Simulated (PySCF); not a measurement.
**From computed data to an observable: refractive index and permittivity of the vapour**

2-methylidene-1,3-dithiole (C4H4S2), SMILES C=C1SC=CS1.

Coordinates come from a TPSSh-D3(BJ)/def2-SVP optimisation.

PBE/def2-TZVP run with PySCF gives a mean static polarisability of 83.3 bohr³ and a dipole moment of 1.30 D. Take an ideal gas at 298.15 K and 1 bar, whether or not the substance is that volatile.

Task: Work out n − 1 in the optical limit and the static ε − 1.

Result: 
Polarisability volume α' = 83.3 × 0.148185 = 12.34 Å³. Number density N = p/kT = 2.43e-5 Å⁻³.
Dilute limit of Lorentz–Lorenz: n − 1 = 2π N α' = 0.0019.
Orientation term of Debye: μ²/(3kT) = 8.098 Å³ × μ²(D²) = 13.69 Å³.
ε − 1 = 4π N (α' + μ²/3kT) = 0.0079. Orientation of the dipole supplies 53 % of the static response; it can't follow optical fields. Vibrational polarisation and dispersion are left out.
